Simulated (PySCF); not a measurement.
A structure optimised at B3LYP-D3(BJ)/def2-SVP, used in a PySCF frequency run:

```xyz
7

F     -3.3810    -0.6715     0.4361
C     -2.5601     0.1097    -0.2723
C     -1.2611    -0.0587    -0.3146
C      0.0364    -0.1730    -0.3825
Cl     0.8499    -1.1389    -1.5782
Br     1.1938     0.7210     0.8438
H     -3.0926     0.9018    -0.8115
```

**Question.** Write its SMILES and formula.

**Answer.** FC=C=C(Cl)Br, C₃HBrClF

**Question.** What are its rotational constants (standard atomic weights)?

**Answer.** 2.1821, 1.0263, 0.71885 GHz
